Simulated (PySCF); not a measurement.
# MgTl⁺, PBE: how much the basis matters

PySCF, UKS reference; singlet, unpaired electrons none; De to Mg + Tl⁺ without counterpoise correction.

```tsv
basis	relativity	functions	Re (Å)	ωe (cm⁻¹)	De (eV)	μ (D)
cc-pVDZ/cc-pVDZ-PP	scalar-relativistic core potentials	41	3.339	123	n/a	-5.18
def2-SVP	scalar-relativistic core potentials	44	3.352	120	n/a	-5.21
aug-cc-pVDZ/aug-cc-pVDZ-PP	scalar-relativistic core potentials	59	3.340	122	n/a	-5.15
```

How does each smaller set differ from the one with most functions, aug-cc-pVDZ/aug-cc-pVDZ-PP?

cc-pVDZ/cc-pVDZ-PP: -0.1 pm, +0.8 % in ωe; def2-SVP: +1.2 pm, -1.6 % in ωe. All at PBE; the set with most functions is neither the basis-set limit nor always the best.

A positive dipole points towards Tl; it is taken about the centre of mass and depends on that origin. Closed-shell solutions of metal pairs were not tested for spin polarisation, which can lower them a little. Spin–orbit coupling is left out.
